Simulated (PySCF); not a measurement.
C₆H₁₀O₂Si.
Geometry (PBE0-D3(BJ)/def2-SVP, Å), atoms numbered from 1 in this order:
```xyz
19
C6H10O2Si angstrom
C      4.180   -0.054   -0.530
C      2.790   -0.372   -0.269
C      1.619   -0.631   -0.052
Si    -0.111   -1.051    0.294
O     -0.741    0.019    1.399
C     -2.099    0.393    1.351
C     -2.556    0.716   -0.065
C     -2.368   -0.460   -1.014
O     -1.023   -0.879   -1.085
H      4.344    0.136   -1.602
H      4.486    0.846    0.025
H      4.839   -0.882   -0.226
H     -0.206   -2.445    0.808
H     -2.228    1.271    2.004
H     -2.734   -0.414    1.771
H     -3.618    1.009   -0.050
H     -1.981    1.579   -0.442
H     -3.014   -1.302   -0.694
H     -2.686   -0.184   -2.033
```

The calculation used TDDFT B3LYP/def2-SVPD, vertical, gas phase, core orbitals frozen in the response in PySCF 2.14.0, density-fitted response routines.

**Question.** Predict the UV-vis stick spectrum at this level.

**Answer.** 

```
state  E (eV)  λ (nm)  ν̃ (cm⁻¹)       f  main configurations (H = HOMO, L = LUMO)
   S1    5.75   215.6      46390  0.0000                                 H→L (92%)
   S2    6.02   206.1      48520  0.0021                  H-1→L (52%), H→L+1 (40%)
   S3    6.12   202.6      49360  0.0001                             H-1→L+1 (83%)
   S4    6.46   191.9      52110  0.0019                               H-2→L (97%)
   S5    6.63   186.9      53510  0.0017                               H-3→L (92%)
   S6    6.76   183.4      54540  0.0050                             H-2→L+1 (96%)
   S7    6.95   178.3      56090  0.0037                             H-3→L+1 (92%)
   S8    6.97   177.8      56250  0.0082                               H-4→L (91%)
   S9    7.03   176.4      56700  0.0047                   H→L+2 (84%), H→L+3 (9%)
  S10    7.10   174.7      57250  0.0059                             H-1→L+2 (86%)
```

Triplets (Tamm–Dancoff): T1 4.85 eV, H-1→L (56%), H→L+1 (28%); T2 5.24 eV, H→L (67%), H-1→L+1 (22%); T3 5.28 eV, H→L+1 (55%), H-1→L (30%); T4 5.90 eV, H-1→L+1 (61%), H→L (27%).

The lowest singlet lies at 5.75 eV (216 nm, ultraviolet) and is dark (f under 0.0005); its leading configuration is HOMO→LUMO (92%). The strongest level in the table is S8 at 6.97 eV (178 nm, f = 0.0082). Löwdin shares by element: HOMO carbon 85% or more, silicon 4%; LUMO carbon 54% or more, silicon 20% (atoms not listed hold the other 27%). Orbital energies (eV): HOMO-3 -7.81, HOMO-2 -7.68, HOMO-1 -7.62, HOMO -7.55, LUMO -0.27, LUMO+1 0.00, LUMO+2 0.39. Weighted by f, the mean energy of these states is 6.86 eV. The oscillator strengths of these states sum to 0.033; summed over the whole spectrum of an exact calculation they would give the number of electrons, 76 (Thomas–Reiche–Kuhn). The window holds the lowest 10 singlets.

Hardware: an AMD EPYC 7R43 with one thread, shared host with 256 logical CPUs at a one-minute load of 131. Cost: 11 min of wall time, 1.1 GiB resident at most.

One conformer stands for the species.
